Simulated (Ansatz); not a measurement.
Cost and result for the atomization energy of `[SeH]C1C[SiH2]1` (10 atoms, 10 bonds).

```xyz
10

Se   -0.1725   -0.5233   -2.1689
C    -0.4943    0.3005   -0.4547
C    -0.6912   -0.6857    0.7173
Si    0.8203    0.3660    0.8450
H     0.9087    0.3740   -2.5992
H    -1.2258    1.1002   -0.5037
H    -1.5462   -0.4933    1.3576
H    -0.5665   -1.7378    0.4817
H     0.8226    1.5072    1.7844
H     2.1449   -0.2079    0.5405
```

Total charge 0; spin multiplicity 1. Correlated methods include outer-core shells of Se, which these sets cover unevenly. Scalar relativity is left out up to krypton. The structure was optimised at the PBE0-D4/def2-TZVP level. It is one conformer, not always the lowest. Program: Ansatz. All runs use 4 threads of an Arm Neoverse V2 on a shared host. Times are those of one run each, without the atoms' runs, and a repeat can differ threefold. Electronic energies, without spin–orbit coupling; frozen cores. CCSD(T)/CBS adds CCSD(T) − MP2 in def2-TZVPP to the MP2 limit, and its time is that of the two runs behind it. T1 = 0.010. With those shells the extrapolation isn't a true limit. B3LYP takes the VWN-RPA correlation (the form of Gaussian; ORCA's B3LYP/G).

CCSD(T)/CBS is a level of theory with its own doubt, some kJ/mol a heavy atom from the limit and from the frozen cores, so smaller differences don't rank the functionals.

```
                             level  functions  wall time  atomization (kJ/mol)  difference from CCSD(T)/CBS  per bond
   PBE-D4/def2-TZVPP (with forces)        236        2 s                3430.1                         50.8       5.1
                PBE0-D4/def2-TZVPP        236      2.5 s                3386.8                          7.5       0.7
 B3LYP-D4/def2-TZVPP (with forces)        236      3.9 s                3365.8                        -13.5      -1.3
r2SCAN-D4/def2-TZVPP (with forces)        236      4.2 s                3388.3                          9.0       0.9
                 B2PLYP/def2-TZVPP        236      4.4 s                3326.5                        -52.8      -5.3
                ωB97X-V/def2-TZVPP        236      6.5 s                3391.3                         12.0       1.2
  ωB97M-V/def2-TZVPP (with forces)        236      9.5 s                3377.2                         -2.1      -0.2
                    MP2/def2-QZVPP        453       18 s                3375.3                         -4.0      -0.4
                CCSD(T)/def2-TZVPP        236      110 s                3290.6                        -88.7      -8.9
                 CCSD(T)/CBS(def2)          –    2.1 min                3379.3                          0.0       0.0
```

From PBE to PBE0 (25 % exact exchange), in def2-TZVPP and without D4, the atomization energy moves by −39.7 kJ/mol: exact exchange takes away binding that semilocal exchange gives to molecules. The D4 term adds +38.2 kJ/mol with B3LYP and +19.8 kJ/mol with PBE0; it sums over pairs of atoms, weighted by their polarisabilities, and B3LYP, whose exchange is more repulsive, gets the larger term. In def2-TZVPP, CCSD(T) changes the Hartree–Fock value by +857.7 kJ/mol (the triples alone add +52.7 kJ/mol) and MP2 by +890.3 kJ/mol; breaking electron pairs costs correlation energy, which Hartree–Fock lacks.
